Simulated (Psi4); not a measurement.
H$_{3}$Cl$_{2}$GaN (SMILES [NH3]->[Ga+]([Cl])[Cl]), charge +1, singlet, at a GFN2-xTB geometry (such geometries of metal compounds can be far from the true shape). Base run: HF/3-21G run with Psi4.

Input for Psi4:
```
memory 2 GB

molecule {
1 1
  Ga    0.00064622    0.02878830    0.00937560
  Cl    1.41128155    0.96939965   -1.16019226
  Cl   -1.44280685    0.27352527    1.45798678
  N     0.04941118   -2.09223287   -0.50665912
  H    -0.47621186   -2.27939540   -1.36850992
  H    -0.36177471   -2.67601614    0.22996377
  H     1.00800585   -2.42111962   -0.66799016
}

set basis 3-21g
set stability_analysis check
set scf_type pk

energy('scf')
print_variables()
```

The bond that is stretched is that between atoms 3 and 1. A test that says stable can miss a lower solution.

The base run was repeated with changes; each row names its change, and settings that it needs were set with it.

```
change                                                     ΔE vs base (mEh)  <S^2>        outcome
---------------------------------------------------------  ----------------  -----  -------------
base                                                                  0.000  0.000      converged
stability_analysis = follow; reference = uhf                          0.000  0.000      converged
bond × 1.25                                                          34.310  0.000      converged
stability_analysis = follow; reference = uhf; bond × 1.25            34.310  0.000      converged
bond × 1.5                                                            105.1  0.000      converged
stability_analysis = follow; reference = uhf; bond × 1.5             80.606  0.733      converged
bond × 1.8                                                            170.4  0.000      converged
stability_analysis = follow; reference = uhf; bond × 1.8             90.620  0.985      converged
bond × 2.2                                                            223.5  0.000      converged
stability_analysis = follow; reference = uhf; bond × 2.2                  -      -  not converged
bond × 3.0                                                                -      -  not converged
stability_analysis = follow; reference = uhf; bond × 3.0                  -      -  not converged
```

Psi4 reported an instability in these rows: stability_analysis = follow; reference = uhf; bond × 1.5; stability_analysis = follow; reference = uhf; bond × 1.8; stability_analysis = follow; reference = uhf; bond × 2.2 (restricted rows aren't judged here).

Where a bond breaks into two radicals, a solution with restricted orbitals usually stops being the lowest and lies too high; an unrestricted one lies lower at the price of spin contamination, which <S^2> shows.
